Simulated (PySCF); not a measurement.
**Substituent chemical shifts**

Parent skeleton `[O:1]=[CH:2][C:3]#[C:4][C:5]#[C:6][SiH3:7]`; one hydrogen on atom 7 is replaced by X. Hydrogens on one atom are averaged.

Gas phase, rapidly exchanging positions averaged, non-relativistic Hamiltonian, a single conformation. Coordinates at the GFN2-xTB level; shieldings: GIAO PBE0/pcSseg-1; PySCF 2.14.0 with density-fitted response routines.

References, each an isolated molecule treated in the same way: H2O for ¹⁷O (σref 336.08); TMS for ¹³C (σref 186.93), ²⁹Si (σref 349.16), ¹H (σref 31.72).

Parent (X = H): O1 772.3, C2 181.0, C3 75.0, C4 89.1, C5 98.1, C6 100.6, Si7 -96.6, H(C2) 9.56, H(Si7) 4.37 ppm. Effects are Δδ = δ(X) − δ(H), positive for deshielding.

Q: Order these by the shift of O1, most shielded first.
A. X = Cl
B. X = allyl
C. X = nPr

A: C (-3.7 ppm), B (-1.3 ppm), A (+2.3 ppm).

Q: Order these by the shift of H(Si7), most shielded first.
A. X = nPr
B. X = NH2
C. X = Cl
D. X = SH

A: A (+0.16 ppm), B (+0.50 ppm), D (+0.72 ppm), C (+0.99 ppm).

Unscaled 17O shifts of doubly bonded oxygen tend to come out too high, by tens of ppm or more. Experimental scales use liquid or dissolved standards, which lie at an offset from isolated H2O (liquid H2O: subtract about 36 ppm).
